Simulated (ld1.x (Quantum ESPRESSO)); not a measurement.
Reading a pseudo-wave (calcium (Ca))

Columns: radius, all-electron u(r) and pseudo u(r) of the 3s shell (level -47.09 eV) of calcium in the configuration [Ne] 3s2 3p6 3d0 4s2 4p0; PBE, scalar-relativistic, TM scheme, ld1.x (Quantum ESPRESSO) 7.5.

| r (bohr) | all-electron | pseudo |
| --- | --- | --- |
| 0.132 | -0.1945 | 0.0964 |
| 0.265 | -0.5265 | 0.2081 |
| 0.398 | -0.1942 | 0.3492 |
| 0.530 | 0.2903 | 0.5270 |
| 0.663 | 0.6839 | 0.7314 |
| 0.795 | 0.9226 | 0.9136 |
| 0.928 | 1.0247 | 1.0186 |
| 1.060 | 1.0262 | 1.0257 |
| 1.193 | 0.9647 | 0.9647 |
| 1.325 | 0.8703 | 0.8703 |
| 1.458 | 0.7618 | 0.7618 |
| 1.590 | 0.6535 | 0.6535 |
| 1.723 | 0.5511 | 0.5511 |
| 1.855 | 0.4597 | 0.4597 |
| 1.988 | 0.3795 | 0.3795 |
| 2.120 | 0.3113 | 0.3113 |
| 2.252 | 0.2539 | 0.2539 |
| 2.385 | 0.2057 | 0.2057 |
| 2.518 | 0.1660 | 0.1660 |
| 2.650 | 0.1338 | 0.1338 |
| 2.782 | 0.1076 | 0.1076 |
| 2.915 | 0.0862 | 0.0862 |
| 3.048 | 0.0689 | 0.0689 |
| 3.180 | 0.0552 | 0.0552 |
| 3.312 | 0.0441 | 0.0441 |
| 3.445 | 0.0351 | 0.0351 |

Q: How many radial nodes do the two functions have?

A: The all-electron 3s function has n − l − 1 = 2 (the table is too coarse to show those close to the nucleus); the pseudo-wave has 0, since the states of the same l below it are removed with the core.

Q: At about which radius was the pseudo-wave matched?

A: 1.20 bohr. The columns agree to 0.0005 from 1.06 bohr on; several derivatives are matched, so the curves merge somewhat inside the radius.

Q: Where does each function peak?

A: Outermost all-electron maximum near 1.06 bohr, pseudo maximum near 1.06 bohr (to the table’s step).

Q: Is the pseudo-wave norm-conserving?

A: Yes: the TM scheme keeps the norm inside the radius equal to the all-electron one, which fixes the energy derivative of the logarithmic derivative at the level.
